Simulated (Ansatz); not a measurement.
CH3F2Sn (`[CH3][Sn]([F])[F]`) radical, relaxed with UKS PBE-D4/def2-SVP in Ansatz 0.2.0 from a rough embedded geometry. The force threshold is 0.03 eV/Å; the program also tests the step.

The species carries charge 0 and has multiplicity 2. Sn: def2 effective core potential.

Start:

```xyz
7

C     0.644   -0.582   -0.329
Sn   -0.959    0.256    0.724
F    -2.270    0.834   -0.541
F    -0.342    1.824    1.687
H     1.462   -0.955    0.413
H     0.337   -1.509   -0.924
H     1.128    0.131   -1.030
```

```tsv
step	energy (eV)	largest force (eV/Å)	largest move (Å)
1	-12339.9103	2.527	0.000
2	-12340.1615	0.935	0.104
3	-12340.1836	0.473	0.124
4	-12340.1892	0.166	0.066
5	-12340.1936	0.026	0.031
```

End:

```xyz
7

C     0.709   -0.652   -0.336
Sn   -1.021    0.179    0.811
F    -2.229    0.895   -0.574
F    -0.326    1.843    1.614
H     1.489   -0.949    0.389
H     0.346   -1.509   -0.932
H     1.033    0.193   -0.973
```

Run time 5.5 s (4 threads of an Arm Neoverse V2 on a shared host); peak host memory 0.15 GiB.
